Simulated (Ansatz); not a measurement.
Reaction (redistribution): `[OH][Sn]([OH])([OH])[Br]` + `[F][Mg][Cl]` → `[OH][Sn]([OH])([OH])[F]` + `[Cl][Mg][Br]`

Gas-phase electronic energies from Ansatz, PBE0-D4/def2-TZVP geometries. CBS: MP2 limit from def2 TZ/QZ plus the TZ coupled-cluster correction, frozen cores. DFT in def2-TZVPP. Elements past krypton have def2 core potentials. For Br, Mg, Sn outer-core shells are correlated without core-valence functions, which leaves a few kJ/mol of doubt a bond. Scalar relativity is left out up to krypton. Each species was taken in one conformer, which may not be the lowest.

Question: Is it downhill or uphill in electronic energy at CCSD(T)/CBS, and by how much? (An estimate is asked.)

Answer: Computed: Uphill: ΔE = +20.2 kJ/mol.

Question: What do these levels give: LDA (SPW92), r2SCANh, CAM-B3LYP, CCSD(T)/def2-TZVPP, HF/def2-QZVPP, CCSD/CBS(def2)? (Estimate.)

Answer: Ansatz gave: LDA (SPW92) 21.5, r2SCANh 14.2, CAM-B3LYP 13.9, CCSD(T)/def2-TZVPP 16.1, HF/def2-QZVPP 1.5, CCSD/CBS(def2) 18.8 kJ/mol.

Question: What do rigid-rotor, harmonic-oscillator terms from PBE0-D4/def2-TZVP frequencies (298.15 K, 1 bar) make of the CCSD(T)/CBS value? (An estimate is asked.)

Answer: Computed: ΔZPE = +0.3 kJ/mol, ΔH = +20.3 kJ/mol, ΔS = 4 J/(mol·K), ΔG = +19.2 kJ/mol.

Largest T1 diagnostic among the species: 0.015.

In def2-TZVPP, CCSD(T) changes the Hartree–Fock value by +17.0 kJ/mol (the triples alone add +1.4 kJ/mol) and MP2 by +23.1 kJ/mol. From BLYP to BHLYP (50 % exact exchange), in def2-TZVPP and without D4, ΔE moves by −8.4 kJ/mol.
